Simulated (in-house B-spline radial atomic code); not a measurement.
A radial electron density 4πr²n(r) was computed for an atom or ion in its tabulated ground configuration with an all-electron radial atomic-structure program (B-spline basis); method: non-relativistic B97-1, spin-polarised, spherical fractional occupations, exact exchange averaged over the configuration. Columns: r (bohr), 4πr²n(r) (electrons per bohr), bar.

```
 0.00397   0.3855 #
 0.00476   0.5412 #
 0.00571   0.7568 ##
 0.00685    1.053 ###
 0.00821    1.452 ####
 0.00985    1.989 #####
  0.0118    2.693 #######
  0.0142    3.629 #########
   0.017    4.783 ############
  0.0204    6.222 ################
  0.0244    7.899 ####################
  0.0293    9.843 #########################
  0.0352    11.92 ###############################
  0.0422    13.93 ####################################
  0.0506    15.65 ########################################
  0.0607    16.78 ###########################################
  0.0727    17.07 ############################################
  0.0872    16.39 ##########################################
   0.105    14.83 ######################################
   0.125       13 ##################################
   0.151    11.35 #############################
   0.181    10.78 ############################
   0.217    11.55 ##############################
    0.26    13.33 ##################################
   0.311    15.17 #######################################
   0.374    15.98 #########################################
   0.448    14.93 ######################################
   0.537     12.1 ###############################
   0.644    8.378 ######################
   0.773    5.017 #############
   0.927    2.915 ########
    1.11    2.123 #####
    1.33    2.063 #####
     1.6    2.042 #####
    1.92    1.689 ####
     2.3    1.098 ###
    2.76    0.542 #
    3.31   0.1985 #
    3.97  0.05215 
    4.76 0.009475 
    5.71 0.001103 
    6.85 7.751e-05
```

(1) Which atom or ion is it?
A. Al2+
B. P2+
C. P+
D. Cl4+

Results:

(1) B. The area under the curve, ∫4πr²n dr = ∫r·4πr²n d(ln r) on this logarithmic grid, is 13 electrons; among the options with that count, the innermost peak, which lies near 1/Z bohr, picks Z = 15. The configuration is [Ne] 3s2 3p1.
